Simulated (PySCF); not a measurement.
## [Pb(SH)3]− relaxed at several levels

Computed with PySCF 2.14.0, def2-SVP on the ligands, density fitting, scalar-relativistic core potentials, no spin-orbit coupling, vacuum. Each row is relaxed at its own level from the same template. Distances are means of the shortest metal–ligand contacts, charges and spins Mulliken's; removal energies are rigid, with the ligand's formal charge and no counterpoise, so too large; for an anion taken off a cation in vacuum most of it is the attraction of opposite charges, and multiply charged cations can part far more cheaply with an electron moved from ligand to metal.

```
level   basis on the metal  point group  M–SH (Å)  charge on M (e)  HOMO–LUMO gap (eV)  removal of one SH (eV)  strongest infrared band, degenerate modes summed (cm⁻¹)  unstable modes (below −25 cm⁻¹)
  PBE  def2-SVP with ECP60           C3     2.705             0.22                3.64                    3.09                                                      231                                0
```

Task: What does the calculation give for TPSS, def2-SVP with ECP60?

Result: point group: C1, nearly C3, M–SH (Å): 2.704, charge on M (e): 0.29, HOMO–LUMO gap (eV): 3.85, removal of one SH (eV): 3.04, unstable modes (below −25 cm⁻¹): not given.
```xyz
7

Pb   -0.0092   -0.0104    0.6040
S     2.3299   -0.3835   -0.7006
H     2.9299    0.5645    0.0688
S    -0.8064    2.2102   -0.7144
H    -1.8946    2.3266    0.0940
S    -1.5015   -1.8320   -0.7249
H    -1.0480   -2.8181    0.0953
```

Moved off a saddle point of the template and relaxed again: PBE, TPSS. One start shape was tried for each, so a minimum needn't be the lowest isomer.
